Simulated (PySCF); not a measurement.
**Sr²¹⁺: fine-structure interval**

Sr²¹⁺ [Ne] 3s2 3p5 [3p1/2^2 3p3/2^3, M_J = 3/2] → Sr²¹⁺ [Ne] 3s2 3p5 [3p1/2^1 3p3/2^4, M_J = 1/2], as a difference of total energies. Calculation: PySCF 2.14, in an uncontracted even-tempered set (19 s from 2.5 bohr⁻², ratio 2.4; 14 p from 3.2 bohr⁻², ratio 2.4; 5 d from 15 bohr⁻², ratio 2.6; 4 f from 22 bohr⁻², ratio 2.6); the two-component X2C-1e Hamiltonian. Correlated levels: 1s2 frozen; the 56 highest virtual spinors dropped. "Screened" scales the spin-orbit matrix elements by Boettger's factors to mimic the two-electron term; Breit and QED terms are absent.

| method | fine-structure interval (cm⁻¹) |
| --- | --- |
| GHF (screened spin-orbit) | 117390 |
| GMP2 (screened spin-orbit) | 118670 |
| GHF (bare spin-orbit) | 124130 |
